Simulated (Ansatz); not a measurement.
CH₅NOSeSi (`NC1O[SiH2][Se]1`), relaxed with RKS PBE0-D4/def2-TZVP in the Gaussian-basis code of Ansatz from a PBE-D4/def2-SVP geometry. The force threshold is 0.005 eV/Å; the program also tests the step.

Charge 0, multiplicity 1.

Start:

```xyz
10

N    -0.716    0.725   -1.573
C    -0.550    0.575   -0.189
O     0.812    0.463    0.281
Si    0.776   -0.965    1.212
Se   -1.374   -1.195    0.479
H    -0.457    1.666   -1.895
H    -0.196    0.017   -2.105
H    -1.056    1.406    0.343
H     1.793   -1.980    0.765
H     0.968   -0.713    2.682
```

Task: By how much does the energy fall, and how many steps does the optimiser take? (An estimate is asked.)

Result: Ansatz gave: 1.55 kcal/mol, in 8 steps.

Task: Which bonds change most? (Estimate.)

Result: Computed: O3–Si4 from 1.706 to 1.662 Å; C2–Se5 from 2.064 to 2.020 Å; Si4–Se5 from 2.283 to 2.258 Å; Si4–H9 from 1.505 to 1.485 Å.

Task: Give the relaxed structure. (Estimate.)

Result: The calculation gave: 
```xyz
10

N    -0.703    0.721   -1.557
C    -0.557    0.566   -0.173
O     0.793    0.468    0.304
Si    0.771   -0.939    1.188
Se   -1.354   -1.177    0.464
H    -0.389    1.631   -1.871
H    -0.235   -0.010   -2.076
H    -1.055    1.386    0.345
H     1.775   -1.933    0.732
H     0.955   -0.712    2.643
```
